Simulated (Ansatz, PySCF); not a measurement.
Molecule: sum formula H2BO, charge 0, multiplicity 2. It need not be the lowest isomer of its formula. 
Structure (B3LYP-D3(BJ)/def2-TZVP (Ansatz, a quantum-chemistry and plane-wave program) minimum search):
```
B
O 1 1.3311
H 2 0.9692 1 117.14
H 1 1.2013 2 125.48 3 0.00
```
Charge 0, spin multiplicity 2.

Dipole moments at this geometry, in debye (magnitudes).

```tsv
level	program	dipole (D)
HF/def2-TZVPD	PySCF	2.08
revPBE/def2-TZVPD	Ansatz	2.13
BP86/def2-TZVPD	PySCF	2.15
TPSS/def2-TZVPD	PySCF	2.14
M06-L/def2-TZVPD	PySCF	2.02
r2SCAN/def2-TZVPD	Ansatz	2.13
TPSSh/def2-TZVPD	PySCF	2.14
r2SCANh/def2-TZVPD	Ansatz	2.12
PW6B95/def2-TZVPD	PySCF	2.13
M06-2X/def2-TZVPD	PySCF	2.09
CAM-B3LYP/def2-TZVPD	Ansatz	2.16
wB97M-V/def2-TZVPD	Ansatz	2.19
wB97X-V/def2-TZVPD	Ansatz	2.21
CCSD(T)/aug-cc-pVDZ	Ansatz	2.13
```
